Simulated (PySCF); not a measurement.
SMILES C(C(C)C)[C](C)O, doublet, GFN2-xTB optimised geometry.

```
20

C     -1.52     0.18    -2.62
C     -1.45    -0.54    -1.32
O     -2.23    -1.67    -1.14
C     -0.94     0.08    -0.08
C      0.61     0.09     0.00
C      1.06     0.84     1.25
C      1.15    -1.33     0.00
H     -0.72     0.92    -2.67
H     -2.47     0.71    -2.75
H     -1.41    -0.51    -3.46
H     -2.58    -1.96    -2.00
H     -1.33    -0.48     0.77
H     -1.29     1.12     0.00
H      0.99     0.61    -0.88
H      2.15     0.86     1.30
H      0.68     0.36     2.14
H      0.70     1.87     1.23
H      0.80    -1.87    -0.88
H      2.23    -1.33     0.00
H      0.80    -1.87     0.88
```

Density from unrestricted PBE0/def2-SVP (PySCF) at that geometry.

Minimum of the electron density along straight lines between bonded atoms, close to the bond critical point (lines longer than 1.1 times the sum of covalent radii, or with two minima, are not listed):

```json
[
 {"bond": "C1–C2", "length / Å": "1.486", "ρ at the minimum / e bohr⁻³": "0.261", "∇²ρ there / e bohr⁻⁵": "-0.61", "position (fraction from the first atom)": "0.50"},
 {"bond": "C2–O3", "length / Å": "1.384", "ρ at the minimum / e bohr⁻³": "0.267", "∇²ρ there / e bohr⁻⁵": "-0.19", "position (fraction from the first atom)": "0.33"},
 {"bond": "C2–C4", "length / Å": "1.484", "ρ at the minimum / e bohr⁻³": "0.264", "∇²ρ there / e bohr⁻⁵": "-0.62", "position (fraction from the first atom)": "0.51"},
 {"bond": "C4–C5", "length / Å": "1.545", "ρ at the minimum / e bohr⁻³": "0.236", "∇²ρ there / e bohr⁻⁵": "-0.52", "position (fraction from the first atom)": "0.50"},
 {"bond": "C5–C6", "length / Å": "1.525", "ρ at the minimum / e bohr⁻³": "0.245", "∇²ρ there / e bohr⁻⁵": "-0.56", "position (fraction from the first atom)": "0.50"},
 {"bond": "C5–C7", "length / Å": "1.525", "ρ at the minimum / e bohr⁻³": "0.245", "∇²ρ there / e bohr⁻⁵": "-0.56", "position (fraction from the first atom)": "0.50"},
 {"bond": "C1–H8", "length / Å": "1.087", "ρ at the minimum / e bohr⁻³": "0.276", "∇²ρ there / e bohr⁻⁵": "-1.02", "position (fraction from the first atom)": "0.63"},
 {"bond": "C1–H9", "length / Å": "1.100", "ρ at the minimum / e bohr⁻³": "0.267", "∇²ρ there / e bohr⁻⁵": "-0.93", "position (fraction from the first atom)": "0.62"},
 {"bond": "C1–H10", "length / Å": "1.093", "ρ at the minimum / e bohr⁻³": "0.271", "∇²ρ there / e bohr⁻⁵": "-0.97", "position (fraction from the first atom)": "0.62"},
 {"bond": "O3–H11", "length / Å": "0.963", "ρ at the minimum / e bohr⁻³": "0.359", "∇²ρ there / e bohr⁻⁵": "-2.31", "position (fraction from the first atom)": "0.81"},
 {"bond": "C4–H12", "length / Å": "1.091", "ρ at the minimum / e bohr⁻³": "0.276", "∇²ρ there / e bohr⁻⁵": "-1.01", "position (fraction from the first atom)": "0.63"},
 {"bond": "C4–H13", "length / Å": "1.098", "ρ at the minimum / e bohr⁻³": "0.271", "∇²ρ there / e bohr⁻⁵": "-0.96", "position (fraction from the first atom)": "0.62"},
 {"bond": "C5–H14", "length / Å": "1.096", "ρ at the minimum / e bohr⁻³": "0.275", "∇²ρ there / e bohr⁻⁵": "-0.98", "position (fraction from the first atom)": "0.62"},
 {"bond": "C6–H15", "length / Å": "1.088", "ρ at the minimum / e bohr⁻³": "0.276", "∇²ρ there / e bohr⁻⁵": "-1.00", "position (fraction from the first atom)": "0.62"},
 {"bond": "C6–H16", "length / Å": "1.088", "ρ at the minimum / e bohr⁻³": "0.276", "∇²ρ there / e bohr⁻⁵": "-1.00", "position (fraction from the first atom)": "0.62"},
 {"bond": "C6–H17", "length / Å": "1.088", "ρ at the minimum / e bohr⁻³": "0.276", "∇²ρ there / e bohr⁻⁵": "-1.00", "position (fraction from the first atom)": "0.62"},
 {"bond": "C7–H18", "length / Å": "1.087", "ρ at the minimum / e bohr⁻³": "0.277", "∇²ρ there / e bohr⁻⁵": "-1.02", "position (fraction from the first atom)": "0.63"},
 {"bond": "C7–H19", "length / Å": "1.088", "ρ at the minimum / e bohr⁻³": "0.275", "∇²ρ there / e bohr⁻⁵": "-1.00", "position (fraction from the first atom)": "0.62"},
 {"bond": "C7–H20", "length / Å": "1.088", "ρ at the minimum / e bohr⁻³": "0.276", "∇²ρ there / e bohr⁻⁵": "-1.00", "position (fraction from the first atom)": "0.62"}
]
```
